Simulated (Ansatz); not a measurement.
`[Cl][Zr]([Cl])([I])[I]`, 5 atoms. Total charge 0; spin multiplicity 1. Correlated methods include outer-core shells of I, Zr, which these sets cover unevenly. Zr, I: def2 effective core potential. All runs use 4 threads of an Arm Neoverse V1 on a shared host. Correlated methods freeze the cores.

Problem. How many basis functions does each run have, and how long does it take in Ansatz? RKS PBE0-D4/def2-SVP energy; RKS SPW92 (LDA)/def2-TZVPP energy; RKS PBE0-D4/def2-TZVP frequencies; RKS PBE0-D4/def2-QZVPP energy; RKS PBE0-D4/def2-TZVP relaxation (4 steps); RKS ωB97M-V/def2-QZVPP energy; RHF-CCSD(T)/def2-SVP energy; RKS B3LYP-D4/def2-TZVPP energy and forces; RKS r2SCAN0-D4/def2-TZVPP energy; RKS ωB97M-V/def2-SVP energy; direct RPA on PBE orbitals/def2-TZVPP energy; RKS BHLYP-D4/def2-TZVPP energy. (Estimate.)

Solution. Ansatz gave: Other jobs shared the machine, so times are rough.

```
                                level                   job  functions  wall time  peak host memory (GiB)
           RKS SPW92 (LDA)/def2-TZVPP                energy        240      1.8 s                    0.39
                 RKS PBE0-D4/def2-SVP                energy        119      2.7 s                    0.46
              RKS BHLYP-D4/def2-TZVPP                energy        240      8.5 s                     1.1
              RKS B3LYP-D4/def2-TZVPP     energy and forces        240        9 s                       1
            RKS r2SCAN0-D4/def2-TZVPP                energy        240       11 s                     1.1
direct RPA on PBE orbitals/def2-TZVPP                energy        240       11 s                    0.76
                 RKS ωB97M-V/def2-SVP                energy        119       13 s                    0.54
               RKS PBE0-D4/def2-QZVPP                energy        385       14 s                     1.9
                 RHF-CCSD(T)/def2-SVP                energy        119       22 s                    0.78
                RKS PBE0-D4/def2-TZVP  relaxation (4 steps)        214       33 s                    0.83
               RKS ωB97M-V/def2-QZVPP                energy        385       35 s                     2.2
                RKS PBE0-D4/def2-TZVP           frequencies        214    2.8 min                    0.83
```

B3LYP here is the variant with VWN-RPA as its local correlation; programs differ in this.
